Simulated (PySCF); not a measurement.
O2Si, singlet, at a GFN2-xTB geometry of the parent state; PySCF with MP2/6-31G*.

Here is a job for PySCF.
```python
from pyscf import gto, scf, mp

mol = gto.M(
    atom='''
O    -1.489616    0.176880   -0.042451
Si   -0.004916   -0.054538    0.039928
O     1.498219   -0.081438   -0.027423
''',
    basis='6-31g*',
    charge=0,
    spin=0,
    verbose=4,
)

mf = scf.RHF(mol)
mf.kernel()

pt = mp.MP2(mf)
pt.kernel()
print('E(MP2) = %.10f' % pt.e_tot)
```

The log (banner, timings and long lists left out):

```
PySCF version 2.14.0

[INPUT] verbose = 4
[INPUT] num. atoms = 3
[INPUT] num. electrons = 30
[INPUT] charge = 0
[INPUT] spin (= nelec alpha-beta = 2S) = 0
[INPUT] symmetry False subgroup None
[INPUT] Mole.unit = angstrom
[INPUT] Symbol           X                Y                Z      unit          X                Y                Z       unit  Magmom
[INPUT]  1 O     -1.489616000000   0.176880000000  -0.042451000000 AA   -2.814966270770   0.334254756913  -0.080220763714 Bohr   0.0
[INPUT]  2 Si    -0.004916000000  -0.054538000000   0.039928000000 AA   -0.009289893628  -0.103061883382   0.075452984702 Bohr   0.0
[INPUT]  3 O      1.498219000000  -0.081438000000  -0.027423000000 AA    2.831223584620  -0.153895516132  -0.051821959514 Bohr   0.0

nuclear repulsion = 90.0601599717378
number of shells = 20
number of NR pGTOs = 105
number of NR cGTOs = 46
basis = 6-31g*
ecp = {}

******** <class 'pyscf.scf.hf.RHF'> ********
method = RHF
initial guess = minao
damping factor = 0
level_shift factor = 0
DIIS = <class 'pyscf.scf.diis.CDIIS'>
diis_start_cycle = 1
diis_space = 8
diis_damp = 0
SCF conv_tol = 1e-09
SCF conv_tol_grad = None
SCF max_cycles = 50
direct_scf = True
direct_scf_tol = 1e-13
Set gradient conv threshold to 3.16228e-05
Initial guess from minao.
init E= -438.674792083407
  HOMO = -0.502160786198593  LUMO = -0.125303445725738  gap/eV = 10.25481
cycle= 1 E= -438.444438807854  delta_E= 0.23  |g|= 0.873  |ddm|= 2.01
  HOMO = -0.410435018831345  LUMO = -0.011141801752522  gap/eV = 10.86532
cycle= 2 E= -438.501824961887  delta_E= -0.0574  |g|= 0.743  |ddm|= 1.21
  HOMO = -0.511028473557722  LUMO = -0.00682006996297257  gap/eV = 13.72021
cycle= 3 E= -438.61243384937  delta_E= -0.111  |g|= 0.0397  |ddm|= 0.528
  HOMO = -0.50004760703157  LUMO = 0.00535515018134891  gap/eV = 13.75271
cycle= 4 E= -438.613119517743  delta_E= -0.000686  |g|= 0.0124  |ddm|= 0.0498
  HOMO = -0.499499559227404  LUMO = 0.00497110072822871  gap/eV = 13.72735
cycle= 5 E= -438.613259348814  delta_E= -0.00014  |g|= 0.00433  |ddm|= 0.0266
  HOMO = -0.498924822532009  LUMO = 0.00448718733716902  gap/eV = 13.69854
cycle= 6 E= -438.613280356278  delta_E= -2.1e-05  |g|= 0.000735  |ddm|= 0.0134
  HOMO = -0.498986790604032  LUMO = 0.00444862267202195  gap/eV = 13.69918
cycle= 7 E= -438.613280738998  delta_E= -3.83e-07  |g|= 0.000168  |ddm|= 0.00162
  HOMO = -0.498965140992166  LUMO = 0.00446205917703013  gap/eV = 13.69895
cycle= 8 E= -438.613280751104  delta_E= -1.21e-08  |g|= 2.66e-05  |ddm|= 0.000267
  HOMO = -0.498962351868069  LUMO = 0.00446015697052093  gap/eV = 13.69882
cycle= 9 E= -438.61328075183  delta_E= -7.26e-10  |g|= 8.1e-06  |ddm|= 6.1e-05
  HOMO = -0.49896132735045  LUMO = 0.00446049171604201  gap/eV = 13.69881
Extra cycle  E= -438.613280751889  delta_E= -5.91e-11  |g|= 4.39e-06  |ddm|= 1.27e-05
converged SCF energy = -438.613280751889

******** <class 'pyscf.mp.mp2.RMP2'> ********
nocc = 15, nmo = 46
E(RMP2) = -439.0799289573  E_corr = -0.466648205410696
E(SCS-RMP2) = -439.059707990356  E_corr = -0.446427238467004
E_corr(same-spin) = -0.131019932337497
E_corr(oppo-spin) = -0.335628273073198
E(MP2) = -439.0799289573
```
